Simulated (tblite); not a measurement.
C₆H₁₃NO₂Si.
Geometry (GFN2-xTB, Å), atoms numbered from 1 in this order:
```
atom  x, y, z in Å
C1     1.6441    2.2285   -0.4533
N2     1.6656    1.1711    0.2088
Si3    1.8507   -0.4903   -0.1963
C4     0.2147   -1.3113    0.3602
C5     0.4249   -2.7918    0.6538
C6    -0.8963   -1.1546   -0.6893
C7    -1.1001    0.3030   -0.9910
O8    -0.5961    0.9018   -1.9076
O9    -1.8967    0.8812   -0.0855
C10   -2.0912    2.2814   -0.2130
H11    1.7621    2.2889   -1.5360
H12    1.4935    3.1745    0.0651
H13    2.1394   -0.8950   -1.5767
H14    2.9366   -0.8851    0.7013
H15   -0.1284   -0.8261    1.2784
H16    0.7564   -3.3175   -0.2390
H17   -0.4978   -3.2572    0.9997
H18    1.1821   -2.9215    1.4226
H19   -1.8290   -1.5774   -0.3096
H20   -0.6116   -1.6648   -1.6103
H21   -1.1762    2.8105    0.0626
H22   -2.3507    2.5363   -1.2428
H23   -2.9007    2.5424    0.4643
```

Method: GFN2-xTB as coded in tblite; computed harmonic values from a numerical Hessian at the method's own geometry, unscaled. The method is semi-empirical: single wavenumbers can be off by several per cent or more. Modes of hydrogen on silicon can be 10 to 20 % off. One conformer, not necessarily the lowest.

Harmonic wavenumbers (cm⁻¹): 26.1, 44.6, 57.6, 81.1, 97.0, 107.7, 167.0, 192.1, 225.4, 251.4, 264.2, 281.7, 298.0, 360.4, 409.7, 468.5, 524.7, 584.9, 631.0, 668.5, 722.2, 726.1, 777.4, 800.5, 875.8, 950.3, 955.3, 1001.6, 1023.3, 1050.8, 1099.1, 1101.1, 1126.1, 1136.7, 1144.9, 1151.5, 1217.6, 1264.3, 1280.6, 1312.0, 1385.2, 1419.5, 1442.3, 1448.9, 1457.1, 1464.8, 1507.9, 1510.1, 1761.5, 1766.4, 2222.2, 2271.2, 2915.8, 2947.5, 2953.3, 2969.1, 2973.1, 2984.7, 2993.7, 3002.9, 3027.9, 3039.9, 3043.6.

A = 1407, B = 974.4, C = 683.2 MHz; mass 159.072 u (most abundant isotopes); point group C1, symmetry number 1.

Problem. Zero-point energy?

Solution. ½Σν̃ = 39484 cm⁻¹ = 112.89 kcal/mol.

Problem. Entropy at 273.15 K, 1 bar (ideal gas, RRHO, classical rotation)?

Solution. Translation 40.69, rotation 29.96, vibration 42.63: S = 113.3 cal/(mol K).

Problem. And Cp and H(273.15 K) − H(0)?

Solution. Cp = 46.01 cal/(mol K), of which vibrations give 38.06 (their classical limit is 63 R = 125.2); H(273.15 K) − H(0) = 7.90 kcal/mol without the zero-point energy, 5.73 from vibrations.

Problem. Blend soft modes into free rotors: weight 1/[1 + (100 cm⁻¹/ν̃)⁴] for the oscillator and the rest for a rotor with moment μB/(μ + B), μ = h/(8π²ν), B = 10⁻⁴⁴ kg m². What vibrational entropy results?

Solution. 37.68 cal/(mol K) in place of 42.63, which changes −T·S at 273.15 K by +1.35 kcal/mol.

Problem. What must be added to the electronic energy to get the Gibbs energy at 273.15 K and 1 bar?

Solution. ZPE + [H(273.15 K) − H(0)] − T·S = 112.89 + 7.90 − 30.94 = 89.85 kcal/mol.

Hindered rotation and anharmonicity are outside this model. Other conformers, if any are populated, would add a mixing term that is left out. The structure is chiral; the term R ln 2 for an equal mix with its mirror image is left out.
